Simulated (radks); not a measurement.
Values are calculated unless marked as measured or tabulated.
Ionisation of Ag3+, [Kr] 4d8, to Ag4+, [Kr] 4d7, under several functionals. Scalar-relativistic Kohn-Sham, spin-unpolarised, spherical densities, finite nucleus; a radial shooting solver on a logarithmic mesh with Libxc functionals.

functional                                      E(Ag3+) (hartree)  Exc (hartree)  IE (eV)  -e(HOMO) (eV)  <r> HOMO (bohr)  IE error (eV)
BLYP                                                  -5314.08293     -148.41693   51.575         43.615            1.252         +2.575
AM05                                                  -5308.82329     -143.12900   51.692         43.720            1.247         +2.692
TASK exchange with Perdew-Wang LDA correlation        -5313.07388     -147.13189   51.997         44.006            1.230         +2.997
RPBE                                                  -5313.82080     -148.17681   51.651         43.670            1.248         +2.651
B86b exchange with PBE correlation                    -5314.14738     -148.50032   51.743         43.768            1.248         +2.743
SCAN                                                  -5314.60151     -148.76462   51.919         43.954            1.244         +2.919
BP86                                                  -5314.51080     -148.86664   51.788         43.819            1.248         +2.788
OLYP                                                  -5315.64236     -150.11104   51.902         43.885            1.243         +2.902
exchange-only B88                                     -5311.81641     -146.13085   50.418         42.479            1.254         +1.418
revPBE                                                -5313.73329     -148.08838   51.645         43.666            1.248         +2.645
HCTH/407                                              -5316.90112     -151.45292   52.398         44.362            1.238         +3.398

NIST Atomic Spectra Database: 49 eV (theoretical). Closest: exchange-only B88. The Delta-SCF values span 1.98 eV, the total energies 8.08 hartree. The highest occupied level is 4d. Spin polarisation and multiplet splitting are left out, so open shells lie too high by an amount that depends on their filling.

Beside tabulated values, note that spin-unpolarised runs miss the spin-polarisation part of the exchange energy of open shells.
